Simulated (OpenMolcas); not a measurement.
**Tb2+: from CASSCF to CASPT2**

| Quantity | Value |
| --- | --- |
| Program | OpenMolcas |
| Basis | ANO-RCC-VDZP [7s6p4d2f1g] |
| Scalar Hamiltonian | DKH2, point nucleus |
| Active space | 9 electrons in 7 orbitals (4f) |
| State averaging | 2S+1 = 6 odd, 21 roots; 2S+1 = 4 odd, 224 roots (108 in the spin-orbit step); 2S+1 = 2 odd, 107 roots kept (CI in the orbitals of an earlier block, 63 in the spin-orbit step) |
| Spin-orbit coupling | RASSI with atomic mean-field integrals over the reference wave functions, term energies averaged over their components |

Methods on the same reference wave functions:
A. CASSCF
B. SS-CASPT2, IPEA 0.25 Eh, imaginary shift 0.1 Eh (closed shells correlated: 5s 5p)
C. MS-CASPT2, IPEA 0.25 Eh, imaginary shift 0.1 Eh (closed shells correlated: 5s 5p)

Energies in cm⁻¹ above 4f⁹ ⁶H°_15/2, the measured ground level; measured values from Martin, Zalubas and Hagan, Atomic Energy Levels: The Rare-Earth Elements, NSRDS-NBS 60 (1978).

```csv
Level,A,B,C,Measured
4f⁹ ⁶H°_15/2,0.0,0.0,0.0,0.0
4f⁹ ⁶H°_13/2,2868,2900,2900,2805
4f⁹ ⁶H°_11/2,4988,4980,4980,4735
4f⁹ ⁶H°_9/2,6627,6600,6600,6258
4f⁹ ⁶H°_7/2,7903,7850,7850,7422
4f⁹ ⁶F°_11/2,8810,7170,7170,6470
4f⁹ ⁶H°_5/2,8874,8810,8810,8286
4f⁹ ⁶F°_9/2,10133,8450,8450,7622
4f⁹ ⁶F°_7/2,11695,10020,10020,
4f⁹ ⁶F°_5/2,12908,11230,11230,10220
4f⁹ ⁶F°_3/2,13649,11950,11950,
4f⁹ ⁶F°_1/2,14038,12310,12310,
4f⁹ ⁴F°_9/2 [74 %],22883,20530,20530,
4f⁹ ⁴I°_15/2 [63 %],23047,21640,21640,
4f⁹ ⁴M°_21/2,24951,25070,25070,
4f⁹ ⁴G°_11/2(1),25055,22600,22600,
4f⁹ ⁴I°_13/2,25992,24460,24460,
4f⁹ ⁴M°_19/2 [73 %],26477,26350,26350,
4f⁹ ⁴F°_7/2 [68 %],26701,24270,24270,
4f⁹ ⁴M°_15/2 [52 %],28069,27700,27700,
4f⁹ ⁴I°_11/2,28440,26850,26850,
4f⁹ ⁴F°_5/2 [56 %],29978,27390,27390,
4f⁹ ⁴K°_15/2 [64 %],31511,30480,30480,
4f⁹ ⁴L°_19/2 [74 %],31770,30960,30960,
```

Deviations, from unrounded energies. A percentage is the sum of absolute deviations over the sum of measured energies, with the sign that they share, or ± where signs differ.

```
                        Against measurement  Levels      A      B      C
             mean absolute deviation (cm-1)       8   1200    520    520
      fine structure of the ground term (%)       5   +5.9   +5.6   +5.6
other terms of the ground configuration (%)       3  +31.0  +10.4  +10.4
```

B, C lie about equally close to measurement and A furthest from it. The largest miss of B in the table is 4f⁹ ⁶F°_5/2, by +1000 cm-1. The ranking rests on the paired levels alone, and a cruder setting can come out closer through cancelling errors.

Between B and C no level of the table moves by more than 5 cm-1.

The two smallest mean deviations differ by little beside CASPT2's spread within terms, so their order carries little weight.

From A to B the spin-free energies of the other terms of 4f⁹ shown, above ⁶H°, scale by factors of 0.75 to 1.00.

The lowest spin-free term lies below A's lowest term by 0.638 hartree in B, 0.638 hartree in C.

Term energies are means over components that CASPT2 splits; among the terms shown or strongly mixed into the levels shown the widest spread is 250 cm-1 (4f⁹ ⁶H°, C). High states are left out of the spin-orbit mixing, which shifts the levels that they would mix with. Without dynamic correlation excited terms often stand tens of per cent too high (terms of higher spin than the ground term too low), and those without a measured partner can miss by more than the paired ones (holds for A). Blocks of more than 70 roots (2S+1 = 4 odd) ran without multistate coupling (holds for C). Measured partners are found by configuration, term and J. A level has none where our copy of the source lacks it or the pairing is in doubt (some pairs that miss far off the trend of their configuration count as doubtful), and it then counts in no deviation. Only configurations of the active space appear. The table leaves out levels that lie high or whose names do not pair safely across all columns.

A share in square brackets marks a mixed level and gives the weight of the term that names it, the lowest over the columns. A number in round brackets counts repeated terms of one configuration in the order of the reference energies. ° marks odd parity.
